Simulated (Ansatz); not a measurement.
Relaxation of C₂H₁₁NOSi₂ (17 atoms, charge 0, multiplicity 1), to a largest force component of 0.015 eV/Å in at most 40 steps.

These are results of RKS PBE0/6-31G* in Ansatz, not measurements.

```xyz
17
Properties=species:S:1:pos:R:3
C -1.237 -0.209 0.977
C 0.024 -0.502 0.218
N 0.373 -1.848 0.666
Si 1.571 0.743 0.799
O -0.171 -0.645 -1.210
Si -0.682 0.606 -2.191
H -2.071 -0.827 0.652
H -1.138 -0.234 2.047
H -1.613 0.877 0.803
H -0.295 -2.143 1.387
H 0.252 -2.550 -0.115
H 1.714 0.574 2.285
H 1.072 2.166 0.484
H 2.730 0.372 0.118
H 0.351 1.636 -2.217
H -1.940 1.202 -1.657
H -0.876 0.098 -3.562
```

**Question.** Where does it end, and by what steps?

**Answer.** It converged. After 25 steps the energy has fallen by 0.907 eV; H15 moved furthest, 0.99 Å.

```
step  energy less start (eV)  largest force component (eV/Å)  accepted
   0                  0.0000                           3.722       yes
   1                 -0.5519                           0.868       yes
   2                 -0.6700                           0.336       yes
   3                 -0.7137                           0.318       yes
   4                 -0.7687                           0.678       yes
   5                 -0.8411                           0.281       yes
   6                 -0.8773                           0.271       yes
   7                 -0.8887                           0.113       yes
   8                 -0.8905                           0.085       yes
   9                 -0.8926                           0.054       yes
  10                 -0.8931                           0.027       yes
  11                 -0.8935                           0.033       yes
  12                 -0.8941                           0.046       yes
  13                 -0.8945                           0.121       yes
  14                 -0.8956                           0.080       yes
  15                 -0.8977                           0.062       yes
  16                 -0.8972                           0.214        no
  17                 -0.8835                           0.271        no
  18                 -0.8990                           0.018       yes
  19                 -0.9009                           0.039       yes
  20                 -0.9026                           0.123       yes
  21                 -0.9040                           0.089       yes
  22                 -0.9059                           0.037       yes
  23                 -0.9066                           0.054       yes
  24                 -0.9069                           0.034       yes
  25                 -0.9070                           0.012       yes
```

```xyz
17
Properties=species:S:1:pos:R:3
C -1.239 0.044 0.976
C 0.026 -0.495 0.321
N 0.250 -1.835 0.782
Si 1.588 0.515 0.801
O -0.092 -0.488 -1.121
Si -0.886 0.604 -2.088
H -2.105 -0.559 0.674
H -1.150 -0.002 2.065
H -1.436 1.084 0.691
H -0.568 -2.412 0.586
H 1.029 -2.249 0.278
H 1.651 0.728 2.274
H 1.576 1.841 0.122
H 2.790 -0.247 0.358
H -0.471 2.012 -1.816
H -2.370 0.535 -1.937
H -0.528 0.242 -3.483
```

Time of the run: 110 s on 2 threads of Arm Neoverse V2, on a shared host, peak memory 0.32 GiB.
